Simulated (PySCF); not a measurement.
## Mg: excitation energy

Mg [Ne] 3s2 (1S) → Mg [Ne] 3s1 4s1 (3S), as a difference of total energies. All numbers are calculated (PySCF 2.14, no relativity, point nucleus, in aug-cc-pVQZ (7s6p4d3f2g, 84 functions)). Correlated levels: valence: [Ne] frozen. The calculations carry no spin-orbit coupling.

**Question.** Order these methods by the excitation energy they give, lowest first.
A. CAM-B3LYP
B. r2SCAN0
C. PBE0
D. MP2 (valence)

**Answer.** D (38827 cm⁻¹), B (38994 cm⁻¹), C (39510 cm⁻¹), A (41755 cm⁻¹).

Errors of the correlated levels include the incompleteness of this basis and the frozen core.

For comparison: 41197 cm⁻¹ (measured; NIST levels).
